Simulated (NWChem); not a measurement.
**Basis-set convergence for CH4F2Si**

```xyz
8

F      1.7227     0.0736     0.8462
C      1.0747    -0.5721    -0.2034
Si    -0.8054    -0.3288    -0.0961
F     -1.1896     1.2308    -0.4300
H      1.4686    -0.1920    -1.1752
H      1.3063    -1.6645    -0.1698
H     -1.2822    -0.6422     1.2897
H     -1.4640    -1.2052    -1.1242
```
Charge 0, spin multiplicity 1.

Program: NWChem. The geometry was optimised at PBE/def2-SVP, a minimum by its harmonic frequencies. It is one conformer; others weren't searched.

Quantity: LUMO energy at the level PBE.

The Pople sets run with spherical d functions. The structure started from a generated list of species.

Costs are rough ratios of processor time within this set of runs, SCF included, with 3-21G as 1.

```
basis        functions  LUMO energy (eV)  relative cost
-----------  ---------  ----------------  -------------
3-21G               48             -0.04              1
def2-SVP            80             -0.41        under 3
cc-pVDZ             80             -0.46        under 3
pcseg-1             80             -0.78        under 3
6-31+G*             84             -1.06        under 3
6-311G**           104             -0.76        under 3
aug-cc-pVDZ        132             -1.08              8
aug-pcseg-1        132             -1.12              6
cc-pVTZ            180             -0.78             20
def2-TZVPD         196             -1.08             30
```

Smallest basis within 0.1 eV of def2-TZVPD, the largest set run: 6-31+G*, with 84 functions against 196 and about 8 % of the time (also within reach: aug-cc-pVDZ, aug-pcseg-1). def2-TZVPD isn't the basis-set limit itself, and a small set can land close by cancellation.
